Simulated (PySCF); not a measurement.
PySCF input file for Zn(Br)(NH2) (BrH2NZn), SMILES [NH2][Zn][Br], IEF-PCM-M06-2X/def2-SVP. Coordinates come from a B3LYP-D3(BJ)/def2-SVP optimisation. Other conformers were not sampled.

```python
import numpy as np
from pyscf import gto, scf, dft
from pyscf.solvent import pcm

mol = gto.M(
    atom='''
    Zn    0.83066751   -0.02005396   -0.00000000
    Br   -1.42082486    0.00596973    0.00000000
    N     2.65376828    0.13192176    0.00000000
    H     3.11623336   -0.26538701   -0.81867549
    H     3.11623336   -0.26538701    0.81867549
    ''',
    basis='def2-SVP',
    charge=0,
    spin=0,
    max_memory=1600,
    verbose=3,
)
mf = dft.RKS(mol, xc='m06-2x').density_fit(auxbasis='def2-universal-jkfit')
mf.grids.level = 4
mf.conv_tol = 1e-9
mf.max_cycle = 100
mf.kernel()
res = {}
for name, eps in {'water': 78.355, '1-octanol': 9.8629, 'chlorobenzene': 5.6968}.items():
    s = mf.PCM()
    s.with_solvent.method, s.with_solvent.eps, s.with_solvent.lebedev_order = 'IEF-PCM', eps, 29
    s.kernel(mf.make_rdm1())
    res[name] = (s.e_tot, eps, s.dip_moment(), s.mo_energy, s.converged)
    print(f'{name}: electrostatic solvation free energy {(s.e_tot - mf.e_tot) * 627.509474:.3f} kcal/mol')
```

Log of the run:

```
converged SCF energy = -4408.95786069454

WARN: PCM is an experimental feature. It is still in testing.
Features and APIs may be changed in the future.

converged SCF energy = -4408.98657519337
Dipole moment(X, Y, Z, Debye):  2.82463, -1.66087, -0.00000
water: electrostatic solvation free energy -18.019 kcal/mol

WARN: PCM is an experimental feature. It is still in testing.
Features and APIs may be changed in the future.

converged SCF energy = -4408.98220775869
Dipole moment(X, Y, Z, Debye):  2.73708, -1.60145,  0.00000
1-octanol: electrostatic solvation free energy -15.278 kcal/mol

WARN: PCM is an experimental feature. It is still in testing.
Features and APIs may be changed in the future.

converged SCF energy = -4408.97899720479
Dipole moment(X, Y, Z, Debye):  2.67028, -1.55928, -0.00000
chlorobenzene: electrostatic solvation free energy -13.263 kcal/mol
```

Self-consistency was reached.
